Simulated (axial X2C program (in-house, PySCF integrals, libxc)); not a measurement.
The numbers below are computed, except where a source is named.
## YS: input and output

Program: an in-house all-electron X2C program for linear molecules (integrals from PySCF).

Input file and command:
```json
{"zs": [39, 16], "q": 0, "bas": ["dyall-cv3z", "dyall-av3z"], "levels": ["PBE0", "HF", "PBE50"], "cc": true, "r0": 2.24, "thr": -1.0, "nmax": 90, "npts": 10, "nst": 2, "ntry": 6}
```
```bash
python so2c.py task.json out
```

Keys: zs atomic numbers; q charge; bas basis sets; levels methods; cc coupled cluster on or off; r0 starting distance in Å; thr threshold in hartree for freezing inner shells (an s shell follows its p shell); nmax most natural virtual spinors; npts points on the curve; nst determinants followed; ntry starts of the search. HF also brings MP2.

Output of the HF step, 2c, at R = 2.269 Å for the state Ω = 1/2. It starts from PBE0 orbitals of this distance.

```
two-component X2C + atomic mean field  HF
basis functions 223  fitting functions 1053  grid points 5082
iter        total energy     max residual
   1      -3780.321657080     2.69e-01
   2      -3780.348160968     6.13e-03
   3      -3780.349799561     4.34e-03
   4      -3780.350816085     1.65e-03
   5      -3780.351090282     1.34e-03
   6      -3780.351280508     8.71e-04
   7      -3780.351413709     4.63e-04
   8      -3780.351462327     1.45e-04
   9      -3780.351466086     6.64e-05
  10      -3780.351466801     2.88e-05
  11      -3780.351466958     1.50e-05
  12      -3780.351467024     1.18e-05
  13      -3780.351467047     6.70e-06
  14      -3780.351467056     3.03e-06
  15      -3780.351467059     1.72e-06
  16      -3780.351467059     1.14e-06
converged
one-electron -5514.16570325  Coulomb 1723.43673077  exact exchange -133.63124761  xc functional 0.00000000  nuclear repulsion 145.52956351  atomic mean-field constant -1.52081048
correlated 9  virtual 309  natural virtual 90  E(MP2) -0.224438413  MP2 remainder -0.005657772
iter   CCSD correlation   residual
   1     -0.221449045   1.36e-01
   2     -0.227290366   6.76e-02
   3     -0.229800571   2.39e-02
   4     -0.229867717   9.72e-03
   5     -0.229930883   4.75e-03
   6     -0.229957659   2.15e-03
   7     -0.229958873   9.39e-04
   8     -0.229966812   3.48e-04
   9     -0.229963160   1.51e-04
  10     -0.229963529   6.48e-05
  11     -0.229962599   2.89e-05
  12     -0.229962703   1.26e-05
  13     -0.229962649   5.52e-06
  14     -0.229962649   2.54e-06
(T) -0.015881300  T1 0.0371  D1 0.0729  max T2 0.050
```
Energies are in hartree; totals compare only within one Hamiltonian and basis. T1 in the output is the amplitude norm over the root of the electron number; divide by √2 for the Lee–Taylor value.
